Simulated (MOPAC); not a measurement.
A run for MOPAC: AM1 on CH5ClO (a complex), monomers drawn apart or pushed together.

```
AM1 1SCF PRECISE CHARGE=0 THREADS=1
CH5ClO

Cl     0.66261912 1    -0.26535882 1     0.25137751 1
H     -0.00026337 1    -0.38571534 1     1.37779825 1
C     -0.24417345 1     0.19516633 1     5.27889483 1
O     -1.17295346 1    -0.33516428 1     4.32710944 1
H      0.02505551 1     1.22816412 1     5.04486592 1
H      0.64820169 1    -0.42366027 1     5.21755223 1
H     -0.64760915 1     0.13917986 1     6.29242637 1
H     -1.97794000 1     0.19406892 1     4.33773916 1
```

It printed:

```
*******************************************************************************
 **                                                                           **
 **                              MOPAC v23.2.5                                **
 **                                                                           **
 *******************************************************************************
 ** MOPAC's Digital Object Identifier: https://doi.org/10.5281/zenodo.6511958 **
 **                                                                           **
 ** Please cite the open-source release paper for use of this MOPAC version:  **
 ** J. E. Moussa and J. J. P. Stewart (2026)                                  **
 ** MOPAC: An open-source semiempirical molecular orbital program             **
 ** J. Open Source Softw., 11(119), 8025, https://doi.org/10.21105/joss.08025 **
 *******************************************************************************

                              AM1 CALCULATION RESULTS

 *******************************************************************************
 *  AM1        - The AM1 Hamiltonian to be used
 *
 *
 *
 *                 CHARGE ON SYSTEM = 0
 *
 *
 *
 *  PRECISE    - TIGHTER CRITERIA TO BE USED
 *  1SCF       - DO 1 SCF AND THEN STOP
 *  THREADS=1  - MULTI-THREADING NOT USED
 *  T=         - A TIME OF 172800.0 SECONDS REQUESTED
 *  DUMP=N     - RESTART FILE WRITTEN EVERY 7200.0 SECONDS REQUESTED
 *******************************************************************************
AM1 1SCF PRECISE CHARGE=0 THREADS=1
 CH5ClO

   ATOM   CHEMICAL          X               Y               Z
  NUMBER   SYMBOL      (ANGSTROMS)     (ANGSTROMS)     (ANGSTROMS)

     1      Cl          0.66261912  *  -0.26535882  *   0.25137751  *
     2       H         -0.00026337  *  -0.38571534  *   1.37779825  *
     3       C         -0.24417345  *   0.19516633  *   5.27889483  *
     4       O         -1.17295346  *  -0.33516428  *   4.32710944  *
     5       H          0.02505551  *   1.22816412  *   5.04486592  *
     6       H          0.64820169  *  -0.42366027  *   5.21755223  *
     7       H         -0.64760915  *   0.13917986  *   6.29242637  *
     8       H         -1.97794000  *   0.19406892  *   4.33773916  *



          CARTESIAN COORDINATES

    NO.       ATOM           X           Y           Z

     1        Cl          0.6626     -0.2654      0.2514
     2         H         -0.0003     -0.3857      1.3778
     3         C         -0.2442      0.1952      5.2789
     4         O         -1.1730     -0.3352      4.3271
     5         H          0.0251      1.2282      5.0449
     6         H          0.6482     -0.4237      5.2176
     7         H         -0.6476      0.1392      6.2924
     8         H         -1.9779      0.1941      4.3377

  H: (AM1): M.J.S. DEWAR ET AL, J. AM. CHEM. SOC. 107 3902-3909 (1985)
  C: (AM1): M.J.S. DEWAR ET AL, J. AM. CHEM. SOC. 107 3902-3909 (1985)
  O: (AM1): M.J.S. DEWAR ET AL, J. AM. CHEM. SOC. 107 3902-3909 (1985)
 Cl: (AM1): M.J.S. DEWAR AND E. G. ZOEBISCH, THEOCHEM, 180, 1 (1988).

           Empirical Formula: C H5 O Cl  =     8 atoms



      MOLECULAR POINT GROUP   :   C1


      RHF CALCULATION, NO. OF DOUBLY OCCUPIED LEVELS = 11


 -------------------------------------------------------------------------------
 AM1 1SCF PRECISE CHARGE=0 THREADS=1
 CH5ClO



     1SCF WAS SPECIFIED, SO BFGS WAS NOT USED
     SCF FIELD WAS ACHIEVED


                              AM1 CALCULATION
                                                       MOPAC v23.2.5 Linux




          FINAL HEAT OF FORMATION =        -81.01981 KCAL/MOL =    -338.98686 KJ/MOL


          COSMO AREA              =        118.24 SQUARE ANGSTROMS
          COSMO VOLUME            =         90.16 CUBIC ANGSTROMS

          IONIZATION POTENTIAL    =         11.461732 EV
          HOMO LUMO ENERGIES (EV) =        -11.462  1.997
          NO. OF FILLED LEVELS    =         11
          MOLECULAR WEIGHT        =         68.5029         POINT GROUP:  C1

          MOLECULAR DIMENSIONS (Angstroms)

            Atom       Atom       Distance
            H     7   Cl     1     6.19473
            H     8    H     6     2.82551
            H     5    O     4     1.78933


          SCF CALCULATIONS        =          1





   ATOM   CHEMICAL          X               Y               Z
  NUMBER   SYMBOL      (ANGSTROMS)     (ANGSTROMS)     (ANGSTROMS)

     1      Cl          0.66261912  *  -0.26535882  *   0.25137751  *
     2       H         -0.00026337  *  -0.38571534  *   1.37779825  *
     3       C         -0.24417345  *   0.19516633  *   5.27889483  *
     4       O         -1.17295346  *  -0.33516428  *   4.32710944  *
     5       H          0.02505551  *   1.22816412  *   5.04486592  *
     6       H          0.64820169  *  -0.42366027  *   5.21755223  *
     7       H         -0.64760915  *   0.13917986  *   6.29242637  *
     8       H         -1.97794000  *   0.19406892  *   4.33773916  *

                             CARTESIAN COORDINATES

   1   Cl        0.662619120    -0.265358820     0.251377510
   2    H       -0.000263370    -0.385715340     1.377798250
   3    C       -0.244173450     0.195166330     5.278894830
   4    O       -1.172953460    -0.335164280     4.327109440
   5    H        0.025055510     1.228164120     5.044865920
   6    H        0.648201690    -0.423660270     5.217552230
   7    H       -0.647609150     0.139179860     6.292426370
   8    H       -1.977940000     0.194068920     4.337739160


           Empirical Formula: C H5 O Cl  =     8 atoms



      MOLECULAR POINT GROUP   :   C1


                  EIGENVALUES
 -37.80641 -36.69868 -27.60233 -18.42634 -16.34166 -15.62296 -15.48429 -12.79621
 -12.11199 -12.11154 -11.46173   1.99714   3.41926   3.99059   4.14911   4.54537
   6.03945


              NET ATOMIC CHARGES AND DIPOLE CONTRIBUTIONS

  ATOM NO.   TYPE          CHARGE      No. of ELECS.   s-Pop       p-Pop
    1         Cl          -0.187181        7.1872     1.98173     5.20545
    2          H           0.187108        0.8129     0.81289
    3          C          -0.066007        4.0660     1.22503     2.84098
    4          O          -0.343235        6.3432     1.87109     4.47214
    5          H           0.055736        0.9443     0.94426
    6          H           0.095625        0.9044     0.90438
    7          H           0.057712        0.9423     0.94229
    8          H           0.200243        0.7998     0.79976
 DIPOLE           X         Y         Z       TOTAL
 POINT-CHG.    -0.362     0.742     1.868     2.043
 HYBRID        -0.507     0.440     0.499     0.836
 SUM           -0.869     1.182     2.367     2.785


          ATOMIC ORBITAL ELECTRON POPULATIONS

     Atom    s        px        py        pz
    1 Cl   1.98173   1.79753   1.99324   1.41468
    2  H   0.81289
    3  C   1.22503   0.93742   0.98446   0.91910
    4  O   1.87109   1.29312   1.56417   1.61486
    5  H   0.94426
    6  H   0.90438
    7  H   0.94229
    8  H   0.79976

 **********************
 *                    *
 * JOB ENDED NORMALLY *
 *                    *
 **********************




 == MOPAC DONE ==
```

The run finished.

Cost: around 0.020 core-seconds (rough).
